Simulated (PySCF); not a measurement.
Computed IR spectrum (relative IR intensity) of a molecule C₈H₁₁FS. Coordinates come from a B3LYP-D3(BJ)/def2-SVP optimisation. The values are those of a single conformer. Calculation: B3LYP-D3(BJ)/def2-SVP run with PySCF. Frequencies are harmonic and unscaled.

```tsv
ν (cm⁻¹)	relative intensity
460	2.4
547	2.1
560	3.1
637	13
712	3.8
733	27
846	19
867	11
991	24
1030	2.6
1058	3.5
1165	27
1186	10
1228	3.9
1279	13
1384	11
1413	2.9
1441	100
1462	2.6
1476	11
1491	3.9
1532	3.9
1632	98
3027	17
3029	18
3036	15
3113	9.1
3119	51
3122	51
3267	4.4
```

Question: Which molecule gave these data?
(A) CC(C)(C)c1cc(F)cs1
(B) CC(C)(C)c1ccc(F)s1
(C) CC(C)(C)c1ccsc1F
(D) CC(C)(C)c1cscc1F

Answer: A, CC(C)(C)c1cc(F)cs1
